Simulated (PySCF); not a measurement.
## Excitation energy of Al+ by level of theory

Al+ [Ne] 3s2 (1S) → Al+ [Ne] 3s1 4s1 (3S), as a difference of total energies. Calculation: PySCF 2.14, in aug-cc-pwCVTZ (8s7p5d3f, 75 functions); no relativity, point nucleus. Correlated levels: nothing frozen. The calculations carry no spin-orbit coupling.

| method | excitation energy (eV) | error (eV) |
| --- | --- | --- |
| UHF | 10.247 | -1.070 |
| MP2 (all electrons) | 11.098 | -0.219 |
| SCS-MP2 (all electrons) | 11.272 | -0.045 |
| CCSD (all electrons) | 11.231 | -0.086 |
| CCSD(T) (all electrons) | 11.267 | -0.050 |

Reference: 11.317 eV (measured; NIST levels).

Errors of the correlated levels include the incompleteness of this basis.
